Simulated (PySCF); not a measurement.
Geometry (Å), atoms numbered from 1 in this order:
```xyz
19

C    -3.4470   -0.9211    0.3943
Si   -2.2335   -0.7087   -1.0544
P    -2.9328    1.0276   -2.3152
C    -0.5385   -0.4107   -0.3714
C     0.5618   -0.1195    0.0442
C     1.8406    0.1909    0.5297
C     3.0463    0.2435   -0.1297
C     4.0032    0.6143    0.8386
C     3.3178    0.7599    2.0078
O     2.0147    0.5074    1.8353
H    -4.4546   -1.1012    0.0300
H    -3.1616   -1.7600    1.0208
H    -3.4758   -0.0331    1.0203
H    -2.1696   -1.8971   -1.9189
H    -1.7551    1.1200   -3.0344
H    -2.5284    2.0001   -1.4179
H     3.2120    0.0407   -1.1678
H     5.0540    0.7544    0.6865
H     3.6366    1.0313    2.9948
```

Level of theory: shieldings: GIAO PBE0/pcSseg-1, GFN2-xTB geometry, in PySCF (one averaged value for each set of equivalent atoms, no relativistic terms, no solvent model, one conformer).

List the cross peaks expected in HSQC, COSY and HMBC spectra.

## Answers



HSQC (one-bond C–H):
```
                δH          δC
        7.47 (H19)  149.0 (C9)
        7.05 (H17)  127.1 (C7)
        6.69 (H18)  118.1 (C8)
0.47 (H11/H12/H13)   -1.7 (C1)
```

COSY cross peaks (H two or three bonds apart, from the bond graph; peaks can be absent where the dihedral angle is near 90°):
```
        δH                  δH
7.47 (H19)          6.69 (H18)
7.05 (H17)          6.69 (H18)
4.91 (H14)      1.37 (H15/H16)
4.91 (H14)  0.47 (H11/H12/H13)
```

HMBC (two and three bonds, from the bond graph):
```
                δH                                              δC
        7.47 (H19)              142.3 (C6), 127.1 (C7), 118.1 (C8)
        7.05 (H17)  149.0 (C9), 142.3 (C6), 118.1 (C8), 106.3 (C5)
        6.69 (H18)              149.0 (C9), 142.3 (C6), 127.1 (C7)
        4.91 (H14)               106.7 (C4), 106.3 (C5), -1.7 (C1)
    1.37 (H15/H16)                           106.7 (C4), -1.7 (C1)
0.47 (H11/H12/H13)                                      106.7 (C4)
```

Scale: ¹H (31.72 ppm) and ¹³C (186.93 ppm) vs TMS (reference shieldings calculated alike).

Shifts are as computed. Against solution values, carbons near 30 ppm lie about +3 ppm off and those near 130 ppm about +5 ppm. Of 1211 compounds with measured shifts, 218 miss one by over three times the rms of a fit or turn the order of signals round; such compounds aren't used in these exercises.
